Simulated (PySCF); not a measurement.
**Bromine: a sound run and one with changed settings**

Sound run: Br [Ar] 3d10 4s2 4p5, Br⁺ [Ar] 3d10 4s2 4p4. All numbers are calculated (PySCF 2.14, the non-relativistic Hamiltonian (point nucleus), in def2-TZVP (6s5p4d1f, 48 functions)). In the sound run the correlated levels freeze [Ar] 3d10. The sound run starts from symmetry-adapted Hartree-Fock orbitals and uses a fine grid where one is needed.

Changed run: all electrons correlated in a basis built for the valence shell.

| species | method | sound run (hartree) | changed run (hartree) | converged |
| --- | --- | --- | --- | --- |
| Br | MP2 | -2572.53217 | -2572.71400 | yes |
| Br⁺ | MP2 | -2572.10699 | -2572.28713 | yes |

Ionisation energy of Br:

```
 method  sound run (eV)  changed run (eV)
    UHF          10.761            10.761
    MP2          11.570            11.616
SCS-MP2          11.567            11.596
```

A valence basis has no tight correlating functions, so it recovers only part of the core correlation, and not evenly between atom and ion.

For comparison, NIST gives 11.814 eV between the lowest levels.
